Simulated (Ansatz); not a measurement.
CH6O3Si2, SMILES `O=C(O)O[SiH2][SiH3]`, relaxed with RKS PBE-D4/def2-SVP in the Gaussian-basis code of Ansatz from a rough embedded geometry. The force threshold is 0.03 eV/Å; the program also tests the step.

Charge 0, multiplicity 1.

Start:

```xyz
12

O    -0.757   -1.134    1.464
C    -1.484   -0.862    0.541
O    -2.822   -0.905    0.639
O    -1.112   -0.391   -0.744
Si    0.484   -0.288   -1.144
Si    1.589    1.262    0.135
H    -3.000   -1.186    1.502
H     1.124   -1.605   -1.123
H     0.456    0.163   -2.565
H     0.900    2.608    0.076
H     1.646    0.876    1.588
H     2.976    1.462   -0.367
```

```json
{"step": "1", "energy (eV)": "-23005.9713", "largest force (eV/Å)": "3.421", "largest move (Å)": "0.000"}
{"step": "2", "energy (eV)": "-23006.2361", "largest force (eV/Å)": "1.725", "largest move (Å)": "0.058"}
{"step": "3", "energy (eV)": "-23006.3069", "largest force (eV/Å)": "0.678", "largest move (Å)": "0.083"}
{"step": "4", "energy (eV)": "-23006.3219", "largest force (eV/Å)": "0.899", "largest move (Å)": "0.200"}
{"step": "5", "energy (eV)": "-23006.3416", "largest force (eV/Å)": "0.420", "largest move (Å)": "0.064"}
{"step": "6", "energy (eV)": "-23006.3515", "largest force (eV/Å)": "0.129", "largest move (Å)": "0.049"}
{"step": "7", "energy (eV)": "-23006.3648", "largest force (eV/Å)": "0.126", "largest move (Å)": "0.200"}
{"step": "8", "energy (eV)": "-23006.3685", "largest force (eV/Å)": "0.237", "largest move (Å)": "0.195"}
{"step": "9", "energy (eV)": "-23006.3747", "largest force (eV/Å)": "0.153", "largest move (Å)": "0.034"}
{"step": "10", "energy (eV)": "-23006.3795", "largest force (eV/Å)": "0.071", "largest move (Å)": "0.079"}
{"step": "11", "energy (eV)": "-23006.3805", "largest force (eV/Å)": "0.026", "largest move (Å)": "0.041"}
{"step": "12", "energy (eV)": "-23006.3807", "largest force (eV/Å)": "0.041", "largest move (Å)": "0.038"}
{"step": "13", "energy (eV)": "-23006.3807", "largest force (eV/Å)": "0.017", "largest move (Å)": "0.005"}
```

End:

```xyz
12

O    -0.700   -0.600    1.372
C    -1.483   -0.676    0.433
O    -2.809   -0.855    0.558
O    -1.142   -0.589   -0.854
Si    0.566   -0.414   -1.184
Si    1.537    1.183    0.244
H    -2.975   -0.900    1.522
H     1.198   -1.771   -1.048
H     0.554   -0.016   -2.630
H     0.496    2.203    0.617
H     2.118    0.541    1.469
H     2.641    1.894   -0.499
```

Run time 25 s (2 threads of an AMD EPYC 7R13 on a shared host); peak host memory 0.19 GiB.
